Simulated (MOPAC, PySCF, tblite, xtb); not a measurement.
Energy landscape of H3Si (cation, charge +1), singlet: umbrella (inversion) coordinate, bond length relaxed. Scanned: angle between the Si-H bonds and the threefold axis (90 = planar). Other coordinates (Si-H bond length) were minimised at B3LYP/def2-TZVP.

- PM7, restricted, heats of formation (MOPAC)
- GFN2-xTB, 300 K electronic temperature (tblite)
- GFN1-xTB (xtb)
- CCSD(T) on RHF/cc-pVTZ, 5 core orbitals frozen (PySCF)

Energies relative to the lowest point of each profile, in kJ/mol:

```
a / °    PM7  GFN2-xTB  GFN1-xTB
-----  -----  --------  --------
90       0.0       0.0       0.0
102     20.8      25.0      12.5
105     32.4      39.0      20.2
108     46.6      56.2      30.1
111     63.3      76.7      42.8
114     82.3     100.6      58.5
117    103.6     128.0      77.8
120    126.8     159.5     101.3
123    151.8     195.6     129.6
126    177.9     237.0     163.5
129    204.7     284.8     204.0
132    231.4     340.4     252.4
```

What does CCSD(T) give at the same points?

90: 0.0; 102: 33.1; 105: 51.8; 108: 74.8; 111: 102.1; 114: 133.9; 117: 170.2; 120: 211.2; 123: 257.1; 126: 308.0; 129: 364.0; 132: 425.4 (kJ/mol).
